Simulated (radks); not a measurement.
Values are calculated unless marked as measured or tabulated.
Spherical quantum dot in the effective-mass picture: electrons in a well V = -V0 / (1 + exp((r - R)/a)) with V0 = 6.09, R = 3.91, a = 0.15, all in effective atomic units (hartree* = m*/eps^2 hartree, bohr* = eps/m* bohr), one dielectric constant everywhere. Level of theory: non-relativistic Kohn-Sham, PBEsol, spin-polarised, spherical densities (a radial shooting solver with Libxc functionals). Levels are named by radial order and angular momentum (1s, 1p, 1d, 2s, ...), and open shells are averaged over m. Results are scaled to m* = 0.57 and eps = 6.3, for which hartree* = 390.8 meV and bohr* = 0.5849 nm.

N = 3, configuration 1s2 1p(up 1, down 0). This is the lowest configuration that the search found. Occupied and some empty levels:

| level | occupation | eigenvalue (meV) | <r> (nm) |
|---|---|---|---|
| 1s up | 1 | -1923.1 | 1.310 |
| 1s down | 1 | -1908.0 | 1.293 |
| 1p up | 1 | -1823.5 | 1.473 |
| 1p down | 0 | -1805.5 | 1.467 |
| 1d up | 0 | -1683.4 | 1.584 |
| 1d down | 0 | -1664.2 | 1.583 |
| 2s up | 0 | -1561.9 | 1.168 |
| 2s down | 0 | -1553.6 | 1.173 |
| 1f up | 0 | -1509.2 | 1.669 |
| 1f down | 0 | -1489.5 | 1.669 |

Energy (meV): total -6247.21, kinetic 421.02, external -7060.6, Hartree 677.74, exchange-correlation -285.38.
